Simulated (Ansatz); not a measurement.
Cl2Te, triplet, at a GFN2-xTB geometry (a higher spin typed on purpose: for a closed-shell molecule this is an excited state) (core potentials on Te); CAM-B3LYP/def2-SVP (Ansatz, a program for electronic structure).

Input for Ansatz:
Ansatz 0.2 input:
```yaml
crystal:
  periodic: [false, false, false]
  atoms:
    - {symbol: Te, position_ang: [-0.06824556, -0.05189516, 0.73922318]}
    - {symbol: Cl, position_ang: [1.14915592, 1.35509134, -1.20072069]}
    - {symbol: Cl, position_ang: [-0.94040481, -1.19635319, -1.06043255]}
basis:
  gaussian:
    orbitals: def2-SVP
hamiltonian:
  xc: cam_b3lyp
magnetization: {spin_polarized: true, initial_magnetization: 2}
```

It wrote (shortened):

```
Functional definition: CAM-B3LYP
651 factors; integrals over basis functions are off by at most 4.8e-4 eV
185 factors; integrals over basis functions are off by at most 6.2e-6 eV
mean field evaluation 1: about -32328.1717 eV, gradient 1.6e1 eV
mean field evaluation 2: about -32324.6575 eV, gradient 2.9e1 eV
mean field evaluation 4: about -32330.0382 eV, gradient 1.4e0 eV
mean field evaluation 8: about -32330.1155 eV, gradient 1.2e-1 eV
mean field evaluation 16: about -32330.1169 eV, gradient 1.4e-3 eV
mean field -32330.11685479 eV, -1188.1098802732 hartree, gradient 3.6e-5 eV, S^2 2.011356; 2 other end points of the search recorded, 0 dependent functions left out
reference -32330.11694915 eV, -1188.1098837410 hartree; 30, 28 occupied and 32, 34 virtual orbitals, 651 factors
Total energy: -32330.11694915 eV, -1188.1098837410 hartree
```
